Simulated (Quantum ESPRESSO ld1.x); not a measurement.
The strontium ion Sr2+, 36 electrons, occupied as [Ar] 3d9 4s2 4p6 5p1 (not the ground configuration). Calculated with ld1.x of Quantum ESPRESSO 7.5: scalar-relativistic Kohn-Sham, LDA (Slater exchange, Perdew-Zunger correlation), spin-polarised, spherical densities, point nucleus; open shells are filled with parallel spins first.

Normalised radial functions P(r) = r R(r), r in bohr:

r	5p down	4f up	4f down
0.001321	0.0002	0.0000	0.0000
0.001804	0.0004	0.0000	0.0000
0.002465	0.0007	0.0000	0.0000
0.003367	0.0012	0.0000	0.0000
0.004564	0.0020	0.0000	0.0000
0.006235	0.0035	0.0000	0.0000
0.008518	0.0062	0.0000	0.0000
0.01164	0.0106	0.0000	0.0000
0.0159	0.0180	0.0000	0.0000
0.02172	0.0295	0.0000	0.0000
0.02967	0.0466	0.0000	0.0000
0.04021	0.0688	0.0000	0.0000
0.05494	0.0946	0.0000	0.0000
0.07505	0.1149	0.0001	0.0001
0.1025	0.1134	0.0003	0.0002
0.1401	0.0702	0.0007	0.0007
0.1914	-0.0214	0.0018	0.0017
0.2614	-0.1311	0.0041	0.0038
0.3543	-0.1843	0.0087	0.0081
0.484	-0.1115	0.0174	0.0161
0.6613	0.0830	0.0328	0.0304
0.9034	0.2734	0.0589	0.0546
1.234	0.2840	0.1011	0.0938
1.686	0.0392	0.1667	0.1538
2.303	-0.3324	0.2616	0.2381
3.122	-0.5707	0.3767	0.3372
4.265	-0.5306	0.4653	0.4239
5.826	-0.2901	0.4233	0.4234
7.96	-0.0844	0.2498	0.2933
10.87	-0.0110	0.0858	0.1229
14.86	-0.0005	0.0149	0.0270
20.3	0.0000	0.0010	0.0025

5p down (empty): eigenvalue -12.134 eV, 3 radial nodes at r = 0.180, 0.587, 1.75 bohr, <r> = 3.86 bohr, 90 % of the charge inside 5.57 bohr. 4f up (empty): eigenvalue -5.754 eV, 0 radial nodes, <r> = 5.22 bohr, 90 % of the charge inside 7.76 bohr. 4f down (empty): eigenvalue -5.064 eV, 0 radial nodes, <r> = 5.69 bohr, 90 % of the charge inside 8.57 bohr.
